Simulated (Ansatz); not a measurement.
Species: CdI, charge 0, doublet. CdI (parent SMILES [Cd][I], doublet).
B3LYP-D3(BJ)/def2-TZVP minimum from Ansatz (a quantum-chemistry and plane-wave program):
```
Cd
I 1 2.7554
```
Charge 0, spin multiplicity 2.

Total energies in def2-SVP, 19 correlated electrons, 13 frozen orbitals. Open shells are spin-unrestricted; no spin-orbit coupling. Cores are frozen in correlated methods (noble-gas shells, and filled d and f shells in the p block). Past Kr the def2 sets carry scalar-relativistic core potentials. Spin-orbit terms, left out, reach several kcal/mol for Br and I, and more for heavier atoms. The spin of CdI (parent SMILES [Cd][I], doublet) was assumed, and the state is the lowest solution found for it.

```json
[
 {"method": "HF", "program": "Ansatz", "energy (Eh)": "-463.53427", "minus CCSDT(Q) (mEh)": "365.62"},
 {"method": "MP2", "program": "Ansatz", "energy (Eh)": "-463.89037", "minus CCSDT(Q) (mEh)": "9.51"},
 {"method": "CCSD", "program": "Ansatz", "energy (Eh)": "-463.89226", "minus CCSDT(Q) (mEh)": "7.63"},
 {"method": "CCSD(T)", "program": "Ansatz", "energy (Eh)": "-463.89916", "minus CCSDT(Q) (mEh)": "0.72"},
 {"method": "CCSDT(Q)", "program": "Ansatz", "energy (Eh)": "-463.89989", "minus CCSDT(Q) (mEh)": "0.00"}
]
```

Rough core times of Ansatz's runs on a shared machine: CCSD(T) under 20 s, CCSDT(Q) 3 min.
